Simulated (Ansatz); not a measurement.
(1) Predict a relaxed structure of closo-2-NB4 (H on N) (B₄NH₅), charge 0, singlet, at r2SCAN-D4/def2-SVP (Ansatz).

Answers

(1) 
```xyz
10

N     0.179    0.752    0.174
B    -0.850   -0.336   -0.629
B    -0.654   -0.150    1.096
B     0.631    0.055   -1.118
B     0.557   -0.896    0.345
H     0.410    1.723    0.398
H    -1.983   -0.256   -1.002
H    -1.336    0.174    2.018
H     1.474    0.405   -1.884
H     1.571   -1.473    0.602
```
Point group C2 (tolerance 0.1 Å). This is one stationary point.
